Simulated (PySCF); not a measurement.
Cartesian coordinates (Å):
```xyz
5

Ti     0.0723     0.0186    -0.0407
Cl     1.8380     0.6252     1.0474
Cl     0.1988    -0.1002    -2.1947
H     -0.3575    -1.5059     0.5177
H     -1.1417     1.1195     0.3268
```
Charge 0, multiplicity 1.

Task: Predict the charge on the central atom (Mulliken), HOMO, LUMO, dipole moment and HOMO–LUMO gap from TPSSh-D3(BJ)/def2-TZVP // r2SCAN-D4/def2-SVP (PySCF).

Result: 
```json
{
 "charge on the central atom (Mulliken)": "0.87 e",
 "HOMO": "-8.63 eV",
 "LUMO": "-3.99 eV",
 "dipole_moment": "0.19 D",
 "HOMO–LUMO gap": "4.64 eV"
}
```
